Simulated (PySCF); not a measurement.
**How methods differ on the excitation energy of Cl²⁺**

Cl²⁺ [Ne] 3s2 3p3 (4S) → Cl²⁺ [Ne] 3s2 3p2 4s1 (4P), as a difference of total energies. All numbers are calculated (PySCF 2.14, the non-relativistic Hamiltonian (point nucleus), in aug-cc-pV(D+d)Z). Correlated levels: valence: [Ne] frozen. The calculations carry no spin-orbit coupling.

```
           method  excitation energy (eV)
              UHF                  21.676
    MP2 (valence)                  21.722
SCS-MP2 (valence)                  21.655
   CCSD (valence)                  21.617
CCSD(T) (valence)                  21.591
```

Task: How much does correlation contribute at CCSD(T) (valence)?

Result: 21.591 − (21.676) = -0.085 eV, measured against UHF.

A first-order spin-orbit estimate (lowest level to lowest level, LS coupling) adds -0.079 eV.

The promoted electron is Rydberg-like, and one or two diffuse shells describe it only roughly, which tends to raise the upper state.

The coupled-cluster amplitudes are large for the upper state (T1 above 0.03 or a double amplitude above 0.15), so a single reference is strained.
